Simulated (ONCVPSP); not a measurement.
Before and after: ONCV potential for Cr

* Element: Cr (Z = 24)
* Generator: ONCVPSP 4.0.1
* Type: optimised norm-conserving Vanderbilt (ONCV)
* Functional: Wu-Cohen
* Relativity: scalar-relativistic
* Frozen core: [Ar]
* Valence charge: 6
* Reference configuration: 3d5 4s1
* Partial waves: 4s: rc 2.85 bohr, ncon 4, nbas 7, qcut 2.3 1/bohr, 2 projectors, debl 1.9 Ha; p scattering state at 0.22 Ha: rc 2.65 bohr, ncon 5, nbas 8, qcut 2.5 1/bohr, 2 projectors, debl 1.2 Ha; 3d: rc 1.25 bohr, ncon 3, nbas 7, qcut 12.6 1/bohr, 1 projector
* Local potential: polynomial inside 1.00 bohr (lpopt 5, dvloc0 0 Ha)
* Core correction: Teter function, fcfact 2, rcfact 1.4

In the p channel the program set the typed energies aside and used 0.050, 1.250 Ha.

Change: core correction Teter function, fcfact 2, rcfact 1.8.

Cutoffs: the cutoffs (Ha) at which the residual kinetic energy of the hardest occupied pseudo-wave falls to 1 and 0.1 mHa per electron; they do not see the model core or the augmentation charge, which bear on the density cutoff. Errors are all-electron minus pseudo energies relative to the spin-unpolarised reference configuration.

Problem. What does the change do?

Solution. The potential gets neither clearly harder nor softer (56 Ha and 65 Ha → 56 Ha and 65 Ha); both files keep a bound ghost (s); of the 3 tests that both files solve, the error grows in 2 and shrinks in 0 by more than 15 % and 0.3 meV (median size 74.8 → 118.9 meV). A model core, the more so a compact one, raises the density cutoff, which this test does not measure.

| quantity | base | changed |
| --- | --- | --- |
| cutoff, loose | 56 Ha | 56 Ha |
| cutoff, tight | 65 Ha | 65 Ha |
| bound ghosts | s | s |
| GHOST(+) flags under 300 eV | p at 24.6 eV | p at 24.6 eV |
| tests with a reliable result | 3 of 4 | 3 of 4 |
| error for 3d5 4s0, meV [ΔE 6.84 eV] | -16 | -119 |
| error for 3d4 4s0, meV [ΔE 22.86 eV] | -75 | -433 |
| error for 3d4 4s1 4p1, meV [ΔE 3.56 eV] | -99 | -109 |
| s: phases at 2.89 bohr within 0.05 rad from the reference energy up to (Ha; the scan ends near 5) | 3.7 | 3.7 |
| p: phases at 2.69 bohr within 0.05 rad from the reference energy up to (Ha; the scan ends near 5) | 0.9 | 0.9 |
| d: phases at 1.27 bohr within 0.05 rad from the reference energy up to (Ha; the scan ends near 5) | 3.2 | 3.2 |
| rms error of d²Exc/dni dnj with the model core, mHa | 8.58 | 7.58 |

 A true bound ghost makes a file unfit for plane-wave use even where its test errors are small: the radial tests pick states by their node count and pass the ghost by.
